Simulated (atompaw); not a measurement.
Scattering properties, PAW (atompaw) potential for Hg

atompaw 4.2.0.5 input, output lines left out:

```
Hg 80
GGA-PBESOL scalarrelativistic loggrid 2001 logderivrange -3 5 201
6 6 5 4 0 0
6 0 1.75
6 1 0.25
0 0 0
c
c
c
c
c
v
c
c
c
c
v
c
c
v
c
2
3.00 2.70 2.45 2.75
y
3.35
n
y
0.45
n
y
-0.4
n
custom polynom2 7 10 vanderbiltortho gaussian
bessel
2.05
3.00
3.00
3.00
1.85
3.00
```

The phase is arctan(r·u′/u) with u = r·R(r), unwrapped; energies in Ry, scanned from -3 to 5 Ry. A pole is an energy at which the radial function vanishes at the test radius. The pseudo phase is shifted by a multiple of π to meet the all-electron one at the reference energy, and phase errors are pseudo minus all-electron; the curves can meet again beyond the range given. Levels narrower than the energy grid can be missing from the lists of poles.

| channel | radius (bohr) | reference energy (Ry) | poles, all-electron | poles, pseudo | unbroken range about the reference energy with phases within 0.05 rad | phase error 1 Ry above the reference energy (rad) |
| --- | --- | --- | --- | --- | --- | --- |
| s | 3.02 | -0.54 | 0.34 | 0.24, 3.66 | below 1.2 | -0.029 |
| p | 3.02 | -0.10 | 1.62 | 1.62 | below 3.6 | -0.000 |
| d | 3.02 | -0.77 | -0.66, 3.83 | -0.66, 2.52 | below 0.6 | -0.007 |

Phases in the d channel:

| E (Ry) | all-electron | pseudo |
| --- | --- | --- |
| -3.00 | 1.380 | 1.374 |
| -2.52 | 1.361 | 1.356 |
| -2.04 | 1.334 | 1.330 |
| -1.56 | 1.287 | 1.284 |
| -1.08 | 1.121 | 1.118 |
| -0.60 | -1.637 | -1.637 |
| -0.12 | -1.829 | -1.830 |
| 0.36 | -1.956 | -1.968 |
| 0.84 | -2.190 | -2.316 |
| 1.32 | -2.907 | -3.779 |
| 1.80 | -4.027 | -4.489 |
| 2.28 | -4.418 | -4.665 |
| 2.76 | -4.567 | -4.748 |
| 3.24 | -4.648 | -4.803 |
| 3.72 | -4.702 | -4.849 |
| 4.20 | -4.745 | -4.893 |
| 4.68 | -4.787 | -4.941 |
